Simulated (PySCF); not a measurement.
SMILES c1ccccc1[SiH2]CC=C, singlet, GFN2-xTB optimised geometry.

```
22

C     -3.79    -3.35    -1.36
C     -3.30    -2.77    -0.27
C     -2.59    -1.47    -0.25
Si    -0.72    -1.75     0.01
C      0.21    -0.10     0.00
C     -0.44     1.13     0.00
C      0.27     2.32     0.00
C      1.65     2.29     0.00
C      2.32     1.08     0.00
C      1.60    -0.10     0.00
H     -3.70    -2.88    -2.33
H     -4.28    -4.30    -1.33
H     -3.40    -3.26     0.69
H     -2.75    -0.94    -1.19
H     -2.98    -0.85     0.56
H     -0.20    -2.60    -1.07
H     -0.50    -2.42     1.30
H     -1.52     1.16     0.00
H     -0.26     3.26     0.00
H      2.21     3.22     0.00
H      3.40     1.05     0.00
H      2.12    -1.05     0.00
```

Density from PBE0/def2-SVP in PySCF at that geometry.

Minimum of the electron density along straight lines between bonded atoms, close to the bond critical point (lines longer than 1.1 times the sum of covalent radii, or with two minima, are not listed):

```tsv
bond	length / Å	ρ at the minimum / e bohr⁻³	∇²ρ there / e bohr⁻⁵	position (fraction from the first atom)
C1–C2	1.321	0.346	-0.93	0.49
C2–C3	1.485	0.258	?	0.50
C3–Si4	1.910	0.109	0.29	0.62
Si4–C5	1.889	0.113	0.34	0.38
C5–C6	1.392	0.306	-0.76	0.50
C6–C7	1.384	0.313	-0.80	0.50
C7–C8	1.384	0.313	-0.80	0.50
C8–C9	1.385	0.312	-0.80	0.50
C5–C10	1.392	0.306	-0.76	0.50
C9–C10	1.382	0.313	-0.81	0.50
C1–H11	1.078	0.281	-1.06	0.63
C1–H12	1.077	0.283	-1.08	0.63
C2–H13	1.082	0.282	-1.07	0.63
C3–H15	1.091	0.270	-0.95	0.62
Si4–H16	1.469	0.117	0.32	0.49
Si4–H17	1.471	0.116	0.32	0.49
C6–H18	1.081	0.284	-1.08	0.63
C7–H19	1.081	0.283	-1.07	0.63
C8–H20	1.080	0.283	-1.08	0.63
C9–H21	1.081	0.283	-1.08	0.63
C10–H22	1.081	0.284	-1.07	0.63
```

### Question
Complete the blanks.

### Answer

- C2–C3, ∇²ρ there / e bohr⁻⁵: -0.60
